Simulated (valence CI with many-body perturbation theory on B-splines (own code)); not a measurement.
Results of a calculation; reference values are marked as such.
Energy levels of Xe32+

Method: relativistic CI+MBPT: four valence electrons over a frozen Dirac-Fock core [Ar], radial functions for each j: 7 s, 7 p, 8 d, 6 f, 4 g, 1 h, with the one-electron correlation potential Σ1, the two-electron term Σ2, the three-electron term Σ3, Breit, model QED; selected CI, second order for the rest, scaled by the run's own slope (own B-spline code, finite nucleus).

The last digits are not significant, and no measured levels were compared; by estimate large intervals hold to a few tenths of a per cent, small ones and those within an open d or f shell to about a per cent. Only levels of the ground parity were solved; by the run's estimate the other parity begins above the list, which can be wrong where configurations are misplaced.

Levels 1 to 34 of 34, with energies above the lowest level, (3d3/2^4) J=0. "Leading %" is the weight of the configuration and term that name the level; weights of strongly mixed levels are sums over their largest components and can fall short. In the jj column 3d3/2^4 stands for four electrons in 3d with j = 3/2.

```csv
No.,Configuration,Term,J,E (cm⁻¹),Leading %,Second component,Leading jj,g
1,3d4,3P,0,0,50,42 % 3d4 5D,3d3/2^4 (92 %),
2,3d4,5D,1,80500,72,27 % 3d4 3P,3d3/2^3 3d5/2 (94 %),1.495
3,3d4,5D,2,127770,76,7 % 3d4 3F,3d3/2^3 3d5/2 (58 %),1.397
4,3d4,3F,4,146220,32,25 % 3d4 5D,3d3/2^3 3d5/2 (88 %),1.170
5,3d4,5D,3,151810,59,20 % 3d4 3F,3d3/2^3 3d5/2 (60 %),1.325
6,3d4,5D,0,214700,55,26 % 3d4 3P,3d3/2^2 3d5/2^2 (89 %),
7,3d4,3H,4,226420,43,42 % 3d4 5D,3d3/2^2 3d5/2^2 (82 %),1.131
8,3d4,3F,2,245510,45,22 % 3d4 1D,3d3/2^2 3d5/2^2 (67 %),0.973
9,3d4,3G,3,245740,55,26 % 3d4 5D,3d3/2^2 3d5/2^2 (64 %),0.999
10,3d4,3H,5,264660,71,29 % 3d4 3G,3d3/2^2 3d5/2^2 (99 %),1.076
11,3d4,3P,1,273770,59,24 % 3d4 3D,3d3/2^2 3d5/2^2 (81 %),1.260
12,3d4,3H,6,280160,60,40 % 3d4 1I,3d3/2^2 3d5/2^2 (96 %),1.095
13,3d4,3G,4,302050,64,31 % 3d4 1G,3d3/2^2 3d5/2^2 (93 %),1.028
14,3d4,3D,2,309190,43,33 % 3d4 3P,3d3/2^2 3d5/2^2 (88 %),1.158
15,3d4,3F,3,311990,41,39 % 3d4 3D,3d3/2^2 3d5/2^2 (82 %),1.156
16,3d4,3F,4,348500,39,27 % 3d4 5D,3d3/2 3d5/2^3 (67 %),1.183
17,3d4,3F,2,365550,33,32 % 3d4 1D,3d3/2^2 3d5/2^2 (67 %),1.058
18,3d4,3F,3,375640,47,23 % 3d4 3G,3d3/2 3d5/2^3 (87 %),1.097
19,3d4,3G,5,397980,71,29 % 3d4 3H,3d3/2 3d5/2^3 (99 %),1.147
20,3d4,3D,1,402580,73,18 % 3d4 3P,3d3/2 3d5/2^3 (86 %),0.769
21,3d4,1I,6,406920,60,40 % 3d4 3H,3d3/2 3d5/2^3 (96 %),1.061
22,3d4,3F,4,417820,54,35 % 3d4 1G,3d3/2^2 3d5/2^2 (75 %),1.120
23,3d4,3P,2,435470,64,22 % 3d4 3D,3d3/2^2 3d5/2^2 (56 %),1.339
24,3d4,1S,0,439220,59,40 % 3d4 3P,3d3/2 3d5/2^3 (81 %),
25,3d4,1F,3,458960,47,31 % 3d4 3D,3d3/2 3d5/2^3 (91 %),1.081
26,3d4,3F,2,459410,54,36 % 3d4 3P,3d3/2 3d5/2^3 (48 %),1.007
27,3d4,3F,3,528860,71,26 % 3d4 1F,3d3/2 3d5/2^3 (99 %),1.061
28,3d4,1G,4,529700,62,25 % 3d4 3F,3d5/2^4 (52 %),1.062
29,3d4,3P,1,533500,95,,3d3/2 3d5/2^3 (95 %),1.458
30,3d4,1D,2,544020,50,24 % 3d4 3F,3d5/2^4 (45 %),1.028
31,3d4,3P,0,548350,62,36 % 3d4 1S,3d3/2^2 3d5/2^2 (61 %),
32,3d4,3F,4,557460,44,40 % 3d4 1G,3d3/2 3d5/2^3 (57 %),1.120
33,3d4,1D,2,645140,75,11 % 3d4 3D,3d3/2 3d5/2^3 (40 %),1.000
34,3d4,1S,0,778410,78,22 % 3d4 3P,3d5/2^4 (60 %),
```

The ionisation energy to 3d3 4F_3/2 of the next ion comes out as 2023.4 eV (NIST: 2023 ± 4 eV (theoretical)). All 34 levels together are meant to be complete up to 809550 cm⁻¹.
